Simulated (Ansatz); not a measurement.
**Bi2N2 in a box, plane waves**

Ansatz 0.2.0, DFT PBE, scalar-relativistic, plane waves, PAW, molecule in a box. The geometry was relaxed with Gaussian bases (PBE0; Bi def2-SVP with ECP60, N def2-SVP).

```yaml
crystal:
  lattice:
    - [11.97, 0.0, 0.0]
    - [0.0, 9.0, 0.0]
    - [0.0, 0.0, 12.08]
  atoms:
    - { symbol: Bi, position: [0.49625146, 0.5, 0.62773924] }
    - { symbol: Bi, position: [0.50387803, 0.5, 0.37251656] }
    - { symbol: "N", position: [0.62418881, 0.5, 0.51537583] }
    - { symbol: "N", position: [0.37593985, 0.5, 0.48487997] }
basis:
  ecutwfc: 420
  ecutrho_ratio: 4
kpoints:
  mp_grid: { grid: [1, 1, 1] }
hamiltonian:
  xc: pbe
scf:
  occupations: { method: gaussian, width: 0.01 }
output:
  forces: true
  eigenvalues: true
  populations: true
```

Command:
```sh
ansatz run input.yaml --threads 2 --pin off --max-ram 5120MiB --backend cpu --events-out ev --progress --plain --runs-dir out
```
It took 3.4 s on 2 threads of Arm Neoverse V1, with other jobs on the host, peak memory 0.74 GiB.

Problem. How does the SCF go?

Solution. 
```
SCF iter   1: F=—  HF=-25554.615100 eV  |F-HF|=—  |Δ(HF+E_count)|=         —  Δρ=4.87e-3
preconditioner: auto → Resta (q_TF=auto, 1.527 Å⁻¹)  ε∞=1.5  [insulator: Δε(μ)=1.000 eV  Ē_g=5.595 eV  σ=0.010 eV  W_gap=1.00  n_s
SCF iter   2: F=—  HF=-25554.870678 eV  |F-HF|=—  |Δ(HF+E_count)|=   2.56e-1  Δρ=1.35e-2
SCF iter   3: F=—  HF=-25554.557442 eV  |F-HF|=—  |Δ(HF+E_count)|=   3.13e-1  Δρ=2.11e-3
SCF iter   4: F=—  HF=-25554.544959 eV  |F-HF|=—  |Δ(HF+E_count)|=   1.25e-2  Δρ=4.45e-4
...
SCF iter   6: F=—  HF=-25554.546040 eV  |F-HF|=—  |Δ(HF+E_count)|=   2.41e-4  Δρ=1.32e-4
SCF iter   7: F=—  HF=-25554.546001 eV  |F-HF|=—  |Δ(HF+E_count)|=   3.85e-5  Δρ=5.36e-5
SCF iter   8: F=—  HF=-25554.546258 eV  |F-HF|=—  |Δ(HF+E_count)|=   2.57e-4  Δρ=1.38e-5
SCF iter   9: F=—  HF=-25554.546257 eV  |F-HF|=—  |Δ(HF+E_count)|=   4.02e-7  Δρ=3.96e-6
SCF iter  10: F=-25554.546257 eV  HF=-25554.546257 eV  |F-HF|=4.44e-10  |Δ(HF+E_count)|=   3.32e-8  Δρ=2.50e-7
```

Problem. Which levels lie next to the highest filled one (eV, counted from it)?

Solution. Filled: -14.55, -11.95, -9.76, -7.36, -2.85, -2.30, -2.17, -0.80, -0.28, 0.00. Empty: 0.63, 2.19, 2.40, 3.91.

Problem. What forces are left at this geometry, relaxed with Gaussian bases (eV/Å)?

Solution. 
```
Bi  -0.28  0.00 -0.25
Bi   0.28  0.00  0.25
N    0.26  0.00 -0.26
N   -0.26  0.00  0.26
```

The highest of the empty levels listed lie near the vacuum level and may be states of the box.

The Gaussian-basis geometry is a saddle point of its own level.

The forces come from the other functional as well as from the basis.
